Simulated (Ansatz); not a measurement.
| atom | x (Å) | y (Å) | z (Å) |
| --- | --- | --- | --- |
| O | 0.0000 | 0.0000 | -1.0666 |
| C | 0.0000 | 0.0000 | 0.0000 |
| O | 0.0000 | 0.0000 | 1.0666 |

Basis set: def2-TZVP (spherical functions). Left uncorrelated: 3 orbitals. Charge 0, multiplicity 1.

Computed with Ansatz (development build ahead of 0.2.0); each method stands on the lowest determinant of its kind that the runs found. Restricted open shells among the atoms or ions are ROHF, correlated in semicanonical orbitals with singles.

Give the atomization energy at this shape (free ground-state atoms in the same class of orbitals less the molecule, no zero-point energy) of singlet CO₂ by RHF-MP2, RHF.

| method | atomization energy |
| --- | --- |
| RHF-MP2 | 16.07 eV |
| RHF | 10.49 eV |

Caution: no unrestricted run beside it, a lower state can exist; the shape is not the minimum.
